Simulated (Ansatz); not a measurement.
Geometry optimisation, RKS B3LYP-D4/def2-SVPD in Ansatz 0.2.0.

Input file:

```yaml
crystal:
  periodic: [false, false, false]
  atoms:
    - { symbol: Si, position_ang: [0.233025, -0.021024, -0.06354] }
    - { symbol: H, position_ang: [0.162025, 0.0309, 1.405555] }
    - { symbol: H, position_ang: [1.652156, -0.013347, -0.501559] }
    - { symbol: F, position_ang: [-0.47135, 1.345655, -0.641204] }
    - { symbol: H, position_ang: [-0.494693, -1.199606, -0.588267] }
    - { symbol: Br, position_ang: [-2.959312, -0.085236, 1.414455] }
    - { symbol: H, position_ang: [-1.595551, 0.059558, 2.02526] }
basis:
  gaussian: { orbitals: def2-SVPD }
hamiltonian:
  xc: b3lyp
  dispersion: d4
relax:
  f_tol: 0.03
  max_steps: 50
```

Run as:

```bash
$ ansatz run input.yaml --threads 4 --pin off --max-ram 5120MiB --backend cpu --events-out ev --progress --plain --runs-dir out
```

Q: Where does it end, and by what steps?

A: The forces met the threshold. The force dipped under the threshold on the way, but the program's further checks kept it going. After 25 steps the energy has fallen by 0.245 eV; H7 moved furthest, 1.19 Å.

```tsv
step	energy less start (eV)	largest force component (eV/Å)	accepted
0	0.0000	1.408	yes
1	-0.1160	0.306	yes
2	-0.1275	0.096	yes
3	-0.1304	0.211	yes
4	-0.1369	0.099	yes
5	-0.1387	0.077	yes
6	-0.1422	0.082	yes
7	-0.1487	0.058	yes
8	-0.1530	0.056	yes
9	-0.1552	0.135	yes
10	-0.1595	0.113	yes
11	-0.1657	0.463	yes
12	-0.1902	0.084	yes
13	-0.2067	0.054	yes
14	-0.2098	0.689	yes
15	-0.2312	0.214	yes
16	-0.2375	0.121	yes
17	-0.2378	0.118	yes
18	-0.2351	0.379	no
19	-0.2395	0.099	yes
20	-0.2430	0.022	yes
21	-0.2438	0.113	yes
22	-0.2444	0.055	yes
23	-0.2450	0.004	yes
24	-0.2451	0.011	yes
25	-0.2452	0.018	yes
```

```xyz
7
Properties=species:S:1:pos:R:3
Si 0.480 -0.165 -0.074
H 0.971 -0.653 1.238
H 1.567 0.454 -0.872
F -0.630 1.029 0.236
H -0.223 -1.228 -0.832
Br -3.332 0.015 2.060
H -2.306 0.665 1.294
```

Whether the end is a true minimum wasn't checked by a vibrational analysis.

Time of the run: 41 s on 4 threads of Arm Neoverse V2, on a shared host, peak memory 0.29 GiB.
